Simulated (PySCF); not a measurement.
HGeO (SMILES [OH+]=[Ge]), charge +1, singlet, at a GFN2-xTB geometry; WB97X/def2-SV(P) in PySCF.

Input for PySCF:
```python
from pyscf import gto, scf, dft

mol = gto.M(
    atom='''
O    -0.00000000   -0.00000000   -1.24787863
Ge    0.00000000    0.00000000    0.38151971
H    -0.00000000   -0.00000000   -2.22560177
''',
    basis='def2-sv(p)',
    charge=1,
    verbose=4,
)

mf = dft.RKS(mol)
mf.xc = 'wb97x'
mf.kernel()
```

Output, abridged:

```
PySCF version 2.14.0

[INPUT] verbose = 4
[INPUT] num. atoms = 3
[INPUT] num. electrons = 40
[INPUT] charge = 1
[INPUT] spin (= nelec alpha-beta = 2S) = 0
[INPUT] symmetry False subgroup None
[INPUT] Mole.unit = angstrom
[INPUT] Symbol           X                Y                Z      unit          X                Y                Z       unit  Magmom
[INPUT]  1 O      0.000000000000   0.000000000000  -1.247878630000 AA    0.000000000000   0.000000000000  -2.358148847397 Bohr   0.0
[INPUT]  2 Ge     0.000000000000   0.000000000000   0.381519710000 AA    0.000000000000   0.000000000000   0.720967763023 Bohr   0.0
[INPUT]  3 H      0.000000000000   0.000000000000  -2.225601770000 AA    0.000000000000   0.000000000000  -4.205777807647 Bohr   0.0

nuclear repulsion = 93.9657626310008
number of shells = 20
number of NR pGTOs = 102
number of NR cGTOs = 48
basis = def2-sv(p)
ecp = {}

******** <class 'pyscf.dft.rks.RKS'> ********
method = RKS
initial guess = minao
damping factor = 0
level_shift factor = 0
DIIS = <class 'pyscf.scf.diis.CDIIS'>
diis_start_cycle = 1
diis_space = 8
diis_damp = 0
SCF conv_tol = 1e-09
SCF conv_tol_grad = None
SCF max_cycles = 50
direct_scf = True
direct_scf_tol = 1e-13
XC library pyscf.dft.libxc version 7.1.2
    S. Lehtola, C. Steigemann, M. J. T. Oliveira, and M. A. L. Marques,  SoftwareX 7, 1–5 (2018)
XC functionals = wb97x
    J.-D. Chai and M. Head-Gordon,  J. Chem. Phys. 128, 084106 (2008)
radial grids:
    Treutler-Ahlrichs [JCP 102, 346 (1995); DOI:10.1063/1.469408] (M4) radial grids

becke partition: Becke, JCP 88, 2547 (1988); DOI:10.1063/1.454033
pruning grids: <function nwchem_prune>
grids dens level: 3
symmetrized grids: False
atomic radii adjust function: <function treutler_atomic_radii_adjust>
small_rho_cutoff = 0
Set gradient conv threshold to 3.16228e-05
Initial guess from minao.
tot grids = 44536
init E= -2151.89469306686
  HOMO = -0.393406109301619  LUMO = -0.0598961418677166  gap/eV = 9.07527
cycle= 1 E= -2152.15372163622  delta_E= -0.259  |g|= 0.692  |ddm|= 1.68
  HOMO = -0.592296602539922  LUMO = -0.255288207733385  gap/eV = 9.17047
cycle= 2 E= -2152.07345922733  delta_E= 0.0803  |g|= 0.993  |ddm|= 1.19
  HOMO = -0.725541055883942  LUMO = -0.250598886387692  gap/eV = 12.92383
cycle= 3 E= -2152.24749489852  delta_E= -0.174  |g|= 0.0722  |ddm|= 0.556
  HOMO = -0.714794996761558  LUMO = -0.237404232575425  gap/eV = 12.99046
cycle= 4 E= -2152.24821129056  delta_E= -0.000716  |g|= 0.0326  |ddm|= 0.0645
  HOMO = -0.712825380266079  LUMO = -0.233884222632613  gap/eV = 13.03265
cycle= 5 E= -2152.24835860668  delta_E= -0.000147  |g|= 0.00208  |ddm|= 0.0354
  HOMO = -0.712216104911146  LUMO = -0.233464238590745  gap/eV = 13.02750
cycle= 6 E= -2152.24836061903  delta_E= -2.01e-06  |g|= 0.000585  |ddm|= 0.00654
  HOMO = -0.712319282159095  LUMO = -0.233544911116835  gap/eV = 13.02811
cycle= 7 E= -2152.2483607142  delta_E= -9.52e-08  |g|= 0.000113  |ddm|= 0.00115
  HOMO = -0.712318185217273  LUMO = -0.233538292025502  gap/eV = 13.02826
cycle= 8 E= -2152.24836072036  delta_E= -6.16e-09  |g|= 2.17e-05  |ddm|= 0.000271
  HOMO = -0.712314989254462  LUMO = -0.233537392661167  gap/eV = 13.02820
cycle= 9 E= -2152.24836072069  delta_E= -3.36e-10  |g|= 5.32e-06  |ddm|= 6.96e-05
  HOMO = -0.712315615710473  LUMO = -0.233538146552677  gap/eV = 13.02820
Extra cycle  E= -2152.2483607207  delta_E= -4.09e-12  |g|= 4.59e-06  |ddm|= 9.4e-06
converged SCF energy = -2152.2483607207
```
